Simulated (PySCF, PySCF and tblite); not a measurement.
A run on one conformer of C₇H₆O₃, numbered as in [CH3:1][C:2](=[O:3])[c:4]1[cH:5][cH:6][cH:7][c:8](=[O:9])[o:10]1, from an ensemble study. The sound level was PBE0/pcSseg-1 (IEF-PCM, tetrahydrofuran) on GFN2-xTB geometries.

Input:

```
{"job": {"xc": "PBE0", "basis": "pcSseg-1", "solvent": "water", "grid": 0, "kind": "nmr", "pop": false}, "charge": 0, "multiplicity": 1}
C      2.568574     0.626926     0.131814
C      1.707460    -0.596492     0.101976
O      2.122925    -1.729576     0.141396
C      0.236157    -0.331236     0.016886
C     -0.672945    -1.340662    -0.017296
C     -2.051254    -1.010450    -0.097817
C     -2.422329     0.289361    -0.138108
C     -1.440521     1.357691    -0.101262
O     -1.670839     2.537592    -0.132876
O     -0.118812     0.960348    -0.022426
H      2.292130     1.246413     0.982770
H      2.394496     1.216202    -0.766422
H      3.615507     0.345495     0.197629
H     -0.330567    -2.360877     0.016800
H     -2.784938    -1.802212    -0.125240
H     -3.452642     0.600420    -0.199235
```

Command: OMP_NUM_THREADS=1 python ens_run.py task.json out

Output:

```
final grid: 14584 points
cycle   1  E = -495.0919973283  dE =  2.061e+00  |g| = 1.131e+00  |ddm| = 3.897e+00
cycle   2  E = -494.4246164793  dE =  6.674e-01  |g| = 2.182e+00  |ddm| = 3.325e+00
cycle   3  E = -495.3205325748  dE = -8.959e-01  |g| = 2.554e-01  |ddm| = 2.539e+00
cycle   4  E = -495.3315436363  dE = -1.101e-02  |g| = 1.136e-01  |ddm| = 2.572e-01
cycle   5  E = -495.3335391025  dE = -1.995e-03  |g| = 3.370e-02  |ddm| = 8.094e-02
cycle   6  E = -495.3337702326  dE = -2.311e-04  |g| = 9.495e-03  |ddm| = 3.047e-02
cycle   7  E = -495.3337876316  dE = -1.740e-05  |g| = 3.442e-03  |ddm| = 9.942e-03
cycle   8  E = -495.3337896667  dE = -2.035e-06  |g| = 9.058e-04  |ddm| = 3.719e-03
cycle   9  E = -495.3337898066  dE = -1.399e-07  |g| = 3.822e-04  |ddm| = 1.118e-03
cycle  10  E = -495.3337898362  dE = -2.960e-08  |g| = 1.396e-04  |ddm| = 4.602e-04
cycle  11  E = -495.3337898405  dE = -4.240e-09  |g| = 4.823e-05  |ddm| = 1.575e-04
cycle  12  E = -495.3337898409  dE = -4.369e-10  |g| = 1.091e-05  |ddm| = 4.361e-05
converged SCF energy = -495.3337898409

GIAO shielding tensors (ppm)
atom      isotropic    diamagn.    paramagn.     s11        s22        s33       span
  0 C      157.835     251.778     -93.943    134.027    151.113    188.366     54.339
  1 C      -14.425     247.545    -261.970   -109.555    -29.156     95.435    204.991
  2 O     -263.306     401.299    -664.606   -792.722   -354.844    357.647   1150.369
  3 C       24.103     258.410    -234.308    -66.358     37.647    101.019    167.377
  4 C       72.040     255.192    -183.152    -28.292     56.742    187.671    215.963
  5 C       33.607     252.746    -219.139    -88.465     16.343    172.943    261.408
  6 C       57.423     257.221    -199.798    -39.240     60.040    151.468    190.709
  7 C       21.615     243.758    -222.143    -76.744     70.180     71.410    148.154
  8 O      -43.094     399.865    -442.959   -259.810   -146.273    276.802    536.612
  9 O       40.091     408.314    -368.223   -146.953     20.348    246.878    393.831
 10 H       28.603      29.620      -1.016     24.655     29.028     32.126      7.471
 11 H       28.618      29.598      -0.980     24.685     29.006     32.165      7.480
 12 H       29.352      26.947       2.405     25.592     27.724     34.740      9.147
 13 H       24.146      32.855      -8.709     21.169     24.302     26.968      5.799
 14 H       23.461      28.849      -5.388     21.351     22.705     26.328      4.977
 15 H       24.655      28.737      -4.082     21.865     24.257     27.844      5.979
```

What is wrong with this calculation?

The setting at fault: integration grid far too coarse. (The solvent model also differs from the sound level's.) The run converged.
